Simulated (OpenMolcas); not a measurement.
## How basis sets differ on CH5FOSn (SMILES [CH3][SnH]([OH])[F])

CH5FOSn has 9 atoms, charge 0, and is taken as a singlet. SMILES: `[CH3][SnH]([OH])[F]`. The coordinates come from a PBE0-D4/def2-TZVP relaxation. This is one conformer, not always the lowest.

Each level gives the HOMO–LUMO gap (eV). The values are calculated.

```
                       level          kind     program  value (eV)
        HF/ANO-RCC-MB (DKH2)  Hartree–Fock  OpenMolcas       16.36
                   HF/STO-3G  Hartree–Fock  OpenMolcas       18.74
                    HF/3-21G  Hartree–Fock  OpenMolcas       15.58
HF/def2-SVP (core potential)  Hartree–Fock  OpenMolcas       15.18
```

All-electron rows without a relativistic Hamiltonian named are non-relativistic, while core potentials hold scalar relativity, so basis and relativity change together. The values span 15.18 to 18.74 eV. A Hartree–Fock LUMO above zero doesn't converge with the basis: it sinks as sets grow more diffuse. Orbital gaps aren't excitation energies.
